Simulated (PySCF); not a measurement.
**Polarisability and C₆ of Tl (thallium, neutral)**

[Xe] 4f14 5d10 6s1 6p2, high-spin 4P determinant (an excited configuration). Computed with PySCF 2.14 in aug-cc-pVQZ-PP with one added diffuse shell each of s, p, d, f, g type with ECP60MDF (8s8p6d4f3g, 117 functions), with a scalar-relativistic core potential. Coupled (time-dependent) response in atomic units; α is the mean over directions.

| method | mean α (bohr³) | α xx, yy, zz | C₆ (like pair) | S(−4) |
| --- | --- | --- | --- | --- |
| revPBE | 80.68 | 56.84, 92.59, 92.59 | 940.7 | 3342 |

S(−4) is the Cauchy moment in α(ω) = α(0) + S(−4) ω² + …

Spin-orbit coupling is absent.

α(iu) at revPBE:

```tsv
u (hartree)	α(iu) (bohr³)
0	80.68
0.0500	73.40
0.100	59.30
0.200	36.98
0.300	24.85
0.500	14.01
0.750	8.748
1.00	6.249
1.50	3.825
2.00	2.628
3.00	1.459
5.00	0.6250
```

A single London oscillator, α(iu) = α/(1 + u²/ω²), gives C₆ = (3/4) ω α². Matching the computed C₆ needs ω = 4 × 940.7 / (3 × 80.68²) = 0.193 hartree.

The components differ because the open shell of this determinant is not spherical; for a pure term their mean is the scalar polarisability.

Energies and moments cover only the electrons outside the core potential. Spin-orbit coupling is strong in this species (close to jj coupling), so the high-spin LS determinant is a model state, not a physical level.
